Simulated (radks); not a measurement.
Results of a calculation; reference values are marked as such.
Neutral beryllium, [He] 2s2. Level of theory: non-relativistic Kohn-Sham, r2SCAN, spin-polarised, spherical densities, point nucleus; meta-GGA in the generalised Kohn-Sham scheme (a radial shooting solver on a logarithmic mesh with Libxc functionals). Every spin shell is full or empty, so the densities are truly spherical. Functionals are evaluated on that one density, not self-consistently. Rank these exchange functionals by their error against the exact value of the orbitals, and give that value: LDA, PBEsol, revPBE, RPBE, AM05, SOGGA, B86b, EV93, TPSS, SCAN, r2SCAN, Tao-Mo, TASK.

Answer. Exact: -2.66471 hartree. From best to worst, with 100 (|E| - |E exact|)/|E exact| (equal figures are ties): SCAN -0.18, B86b -0.21, revPBE +0.22, r2SCAN -0.22, TPSS +0.45, RPBE +0.59, Tao-Mo +0.60, TASK -1.97, EV93 +4.78, PBEsol -5.45, SOGGA -5.60, AM05 -10.37, LDA -13.22.
